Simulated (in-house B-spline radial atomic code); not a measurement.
RPA and G0W0 on B3LYP (VWN-RPA): Cr

Configuration [Ar] 3d5 4s1, highest spin, mean-field start B3LYP (VWN-RPA). Computed with an all-electron radial atomic-structure program (B-spline basis): all electrons, scalar-relativistic (spin-free one-electron X2C), finite nucleus, each spin shell either full or empty, empty states to l = 9 with an (l + 1/2)⁻⁴ tail; G0W0 by contour deformation at full frequency.

RPA overbinds a lone outer s electron by self-correlation, and G0W0 tends to as well.

Command:
```bash
python run_gw.py task.json out
```
Settings (radii: box in bohr, nucleus in fm):
```
Z                        24
electrons                24
configuration            [Ar] 3d5 4s1
hamiltonian              x2c
method                   b3lyp
lmax                     9
rms_radius               3.6452
spin_polarised           True
box_radius               40
intervals                73
ion_configuration        [Ar] 3d5
```

Cost of the run: 9.6 s on 1 thread of Arm Neoverse N1, on a shared host.

Energies (hartree):

```json
{"term": "mean-field total", "value": "-1050.82826"}
{"term": "Hartree-Fock functional on these orbitals", "value": "-1049.65367"}
{"term": "direct second order", "value": "-1.9082"}
{"term": "second-order exchange", "value": "0.64424"}
{"term": "SOSEX correction", "value": "0.56571"}
```

Question: What is the RPA correlation energy, and what remains with SOSEX?

Answer: RPA gives -1.5839 hartree (-1.8 eV per electron); RPA + SOSEX gives -1.0182, and the second-order doubles -1.2639 hartree (no singles). RPA lacks exchange-type terms and so overcorrelates at short range.

Quasi-particle levels (eV):

```csv
level,occupied,mean field,Σx - vxc,Σc,QP weight,G0W0
4s up,yes,-4.824,-1.70,?,?,?
4s down,no,-2.088,3.58,-1.99,0.865,-0.490
```

G0W0 = mean field + (Σx - vxc) + Σc, with Σc (partial-wave tail included) taken at the quasi-particle energy. Only the outer levels were computed. Levels of low weight are left out.

Question: Where does G0W0 put 4s up?

Answer: At -7.344 eV, with Σc = -0.82 eV and a quasi-particle weight of 0.865. The tabulated removal energy is 6.767 eV (NIST, measured); the calculation leaves out spin-orbit coupling, Breit and QED terms, and what these don't explain is the method's own error.

Question: What does it cost to remove one electron (to [Ar] 3d5) by differences of total energies, each species on its own start (correlation terms add to the Hartree-Fock functional)?

Answer: B3LYP (VWN-RPA) 7.138 eV, Hartree-Fock functional 5.887 eV, + RPA 7.337 eV, + RPA + SOSEX 6.539 eV, + second order 7.372 eV. Tabulated: 6.767 eV (NIST, measured); the calculation leaves out spin-orbit coupling, Breit and QED terms, and what these don't explain is the method's own error.
